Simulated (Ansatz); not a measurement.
This Ansatz (a program for electronic structure) input (PBE/cc-pVQZ) gives -99.67154 Eh with 55 basis functions.

Ansatz 0.2 input:
```yaml
crystal:
  periodic: [false, false, false]
  atoms:
    - {symbol: F, position_ang: [0.00000000, 0.00000000, 0.00000000]}
basis:
  gaussian:
    orbitals: cc-pVQZ
hamiltonian:
  xc: {name: PBE}
magnetization: {spin_polarized: true, initial_magnetization: 1}
scf: {lower_state_search: full}
```

Change:
```diff
- orbitals: cc-pVQZ
+ orbitals: def2-TZVP
```

**Question.** What does the run give now?

**Answer.** -99.66912 Eh (PBE/def2-TZVP, 31 functions), a change of +2.42 mEh.
